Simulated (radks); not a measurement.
Values are calculated unless marked as measured or tabulated.
The niobium ion Nb3+, configuration [Kr] 4d1 5p1 (not the ground configuration).

Code: a radial shooting solver on a logarithmic mesh with Libxc functionals. Model: scalar-relativistic Kohn-Sham, PBE, spin-unpolarised, spherical densities, point nucleus.

Energy parts (eV):
| part | energy |
|---|---|
| total | -103879.850 |
| kinetic | 106963.152 |
| electron-nucleus | -248887.109 |
| Hartree | 41241.712 |
| exchange-correlation | -3197.605 |

Orbitals (lengths in bohr, moments of r in powers of bohr; r(max) is where P^2 peaks):
| orbital | occ. | eigenvalue (eV) | <r^4> | <r^2> | r(max) |
|---|---|---|---|---|---|
| 1s | 2 | -18845.76 | 7.987e-06 | 0.001757 | 0.02349 |
| 2s | 2 | -2668.599 | 0.001493 | 0.02944 | 0.1332 |
| 2p | 6 | -2386.786 | 0.001071 | 0.02318 | 0.1065 |
| 3s | 2 | -476.3241 | 0.07861 | 0.2250 | 0.3955 |
| 3p | 6 | -384.2097 | 0.08760 | 0.2313 | 0.3893 |
| 3d | 10 | -233.7184 | 0.09965 | 0.2257 | 0.3344 |
| 4s | 2 | -94.1945 | 3.197 | 1.463 | 1.026 |
| 4p | 6 | -69.5884 | 4.990 | 1.797 | 1.109 |
| 4d | 1 | -34.6264 | 17.10 | 3.164 | 1.361 |
| 5p | 1 | -21.9110 | 174.4 | 11.05 | 2.905 |

The highest occupied level is 5p at -21.911 eV. The density falls to 0.001 e/bohr^3 at r = 4.14 bohr.
